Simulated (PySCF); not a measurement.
Simulated P 2p region for `CP1CC[PH](=[Se])CC1`, binding energy against the vacuum level.

Every computed line was given a Gaussian of 0.6 eV full width at half maximum and an area set by the number of equivalent atoms (split 2:1 within a doublet); the highest printed point is 100. Method used: delta-SCF UKS SCAN, pcX-2 on the ionised atom, pcseg-1 elsewhere, spin-free X2C (PySCF).

binding energy (eV), intensity and a bar:
```
    135.4          1 
    135.5          2 #
    135.6          5 ##
    135.7         12 ####
    135.8         25 #######
    135.9         44 #############
    136.0         66 ####################
    136.1         84 #########################
    136.2         93 ############################
    136.3         88 ##########################
    136.4         72 ######################
    136.5         52 ################
    136.6         36 ###########
    136.7         28 ########
    136.8         29 #########
    136.9         37 ###########
    137.0         48 ##############
    137.1         58 #################
    137.2         67 ####################
    137.3         77 #######################
    137.4         88 ##########################
    137.5         97 #############################
    137.6        100 ##############################
    137.7         92 ############################
    137.8         75 #######################
    137.9         54 ################
    138.0         37 ###########
    138.1         29 #########
    138.2         29 #########
    138.3         36 ###########
    138.4         43 #############
    138.5         47 ##############
    138.6         44 #############
    138.7         35 ###########
    138.8         24 #######
    138.9         14 ####
    139.0          7 ##
    139.1          3 #
    139.2          1 
    139.3          0 
    139.4          0
```

Problem. How many maxima does the curve show, and how many computed lines lie under it?

Solution. The curve has 3 maxima (at 136.2, 137.6 and 138.5 eV). Under it lie 4 lines from 2 inequivalent phosphorus sites, each drawn as a 2p3/2, 2p1/2 pair. At this width some lines have no maximum of their own.

Problem. Decompose the envelope and assign each component. Numbering: `[CH3:1][P:2]1[CH2:3][CH2:4][PH:5](=[Se:6])[CH2:7][CH2:8]1`.

Solution. 
| position (eV) | relative area | line | atoms | environment |
| --- | --- | --- | --- | --- |
| 136.21 | 0.67 | P 2p3/2 | P2 | phosphine phosphorus |
| 137.11 | 0.33 | P 2p1/2 | P2 | phosphine phosphorus |
| 137.62 | 0.67 | P 2p3/2 | P5 | phosphorus bonded to 2 C, Se and H |
| 138.51 | 0.33 | P 2p1/2 | P5 | phosphorus bonded to 2 C, Se and H |

Problem. What are the centre and the root-mean-square width of the whole band?

Solution. The area-weighted mean of the lines is 137.21 eV. Their own spread about it is 0.82 eV (rms) and each Gaussian has σ = 0.6/2.355 = 0.25 eV; the variances add, which gives 0.86 eV.

The listed P 2p3/2 values span 1.41 eV, from P2 (bonded to 3 C) to P5 (bonded to Se (double bond), 2 C and H). Summing the Pauling electronegativity differences to the bonded atoms, each weighted by its formal bond order, gives +1.08 for the lowest site and +1.45 for the highest.

The curve has no shake-up lines and no vibrational structure. The 2p values aren't plain energy differences: one relaxed spin-free 2p hole is combined with a matrix within the shell (ground-state 2p orbital-energy differences and spin–orbit coupling). 2p3/2, the mean of its two sublevels, lies a third of the splitting below the shell's mean and 2p1/2 two thirds above it; the statistical areas are 2:1. 2p1/2 minus 2p3/2 (ligand field included): P 0.89 eV (mean over sites). Isolated species at its PBE0-D3(BJ)/def2-SVP geometry (one conformer only).
